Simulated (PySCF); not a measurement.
## How methods differ on the excitation energy of S

S [Ne] 3s2 3p4 (3P) → S [Ne] 3s2 3p3 4s1 (5S), as a difference of total energies. All numbers are calculated (PySCF 2.14, the spin-free X2C one-electron Hamiltonian (Gaussian nucleus), in aug-cc-pCVTZ-DK (8s7p5d3f, 75 functions)). Correlated levels: valence and next inner shell: 1s2 frozen. The calculations carry no spin-orbit coupling.

```csv
method,excitation energy (eV)
UHF,6.106
MP2 (valence and next inner shell),6.520
SCS-MP2 (valence and next inner shell),6.727
CCSD (valence and next inner shell),6.649
CCSD(T) (valence and next inner shell),6.655
```

**Question.** How much does correlation contribute at CCSD(T) (valence and next inner shell)?

**Answer.** 6.655 − (6.106) = 0.549 eV, measured against UHF.

Errors of the correlated levels include the incompleteness of this basis and the frozen core.

The promoted electron is Rydberg-like, and one or two diffuse shells describe it only roughly, which tends to raise the upper state.

For comparison: 6.500 eV (measured; NIST levels, between the centres of gravity of the two terms).
